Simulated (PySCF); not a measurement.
Lu(OH)3 at several levels of theory

Computed with PySCF 2.14.0 (density fitting, no spin-orbit coupling) at the geometry relaxed with PBE0:

```xyz
7
Lu(OH)3 (singlet in the valence; each metal's 4f electrons, 14 of them, lie in its core potential, out of spins and levels)
Lu    0.0000    0.0000    0.1375
O     1.9972    0.0000    0.1435
H     2.9513    0.0000    0.1497
O    -0.9986    1.7296    0.1435
H    -1.4756    2.5559    0.1497
O    -0.9986   -1.7296    0.1435
H    -1.4756   -2.5559    0.1497
```

| level | basis | state | HOMO (eV) | gap (eV) | charge on Lu1 (e) | population of f-type functions on Lu1 (polarisation alone where 4f lies in the core) | dipole about the centre of mass (D) | largest force component (eV/Å) |
| --- | --- | --- | --- | --- | --- | --- | --- | --- |
| PBE0 | Lu lcecp-1-SVP with ECP60, O def2-SVP, H def2-SVP | singlet | -7.68 | 6.36 | 1.01 | 0.08 | 0.02 | 0.00 |
| revPBE | the same | singlet | -5.93 | 3.99 | 0.82 | 0.08 | 0.01 | 0.58 |
| PBE0 | Lu lcecp-1-TZVP with ECP60, O def2-TZVP, H def2-TZVP | singlet | -7.91 | 6.52 | 1.62 | 0.08 | 0.02 | 0.25 |

In the lcecp rows the 4f levels are missing from HOMO and gap, and the state counts the valence alone.

Charges are Mulliken's, which hang on the basis. The relaxation used the grid (50, 194), these runs (75, 302) or, all-electron (x2c bases, spin-free X2C Hamiltonian), (99, 590).

What does B3LYP with Lu lcecp-1-SVP with ECP60, O def2-SVP, H def2-SVP give here?

state singlet, HOMO (eV) -7.38, gap (eV) 5.69, charge on Lu1 (e) 0.94, population of f-type functions on Lu1 (polarisation alone where 4f lies in the core) 0.08, dipole about the centre of mass (D) 0.01, largest force component (eV/Å) 0.18. Time: 4.4 s on 2 threads of Arm Neoverse V2, with other jobs on the host, from an already converged density.

In the first row's basis the gap widens with exact exchange: 4.0 eV for revPBE (none); 5.7 to 6.4 eV for B3LYP, PBE0 (a fixed share).

An lcecp potential fixes the number of 4f electrons, so in runs with it no electron can move into or out of that shell.
